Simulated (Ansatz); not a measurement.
`O[SiH2]CS` + `SS` → `SC[SiH2]SS` + H₂O  (ligand exchange at the Si–O bond)

Gas-phase electronic energies from Ansatz, PBE0-D4/def2-TZVP geometries. CBS: MP2 limit from def2 TZ/QZ plus the TZ coupled-cluster correction, frozen cores. This one scheme is used for every species. DFT in def2-TZVPP. B3LYP here is the variant with VWN-RPA as its local correlation; programs differ in this. Each species was taken in one conformer, which may not be the lowest.

Task: Is it downhill or uphill in electronic energy at CCSD(T)/CBS, and by how much? (Best estimate.)

Result: Ansatz gave: Uphill: ΔE = +36.6 kJ/mol.

Task: What do these levels give: r2SCAN-D4, B3LYP-D4, r2SCAN, MP2/def2-TZVPP, CCSD/def2-TZVPP, SCS-MP2/def2-QZVPP? (An estimate is asked.)

Result: The calculation gave: r2SCAN-D4 42.2, B3LYP-D4 42.3, r2SCAN 43.8, MP2/def2-TZVPP 36.2, CCSD/def2-TZVPP 44.7, SCS-MP2/def2-QZVPP 40.3 kJ/mol.

Largest T1 diagnostic among the species: 0.011.

The D4 term adds −8.5 kJ/mol with B3LYP and −4.9 kJ/mol with PBE0; it sums over pairs of atoms, weighted by their polarisabilities, and B3LYP, whose exchange is more repulsive, gets the larger term. In def2-TZVPP, CCSD(T) changes the Hartree–Fock value by −18.2 kJ/mol (the triples alone add −3.6 kJ/mol) and MP2 by −23.0 kJ/mol.
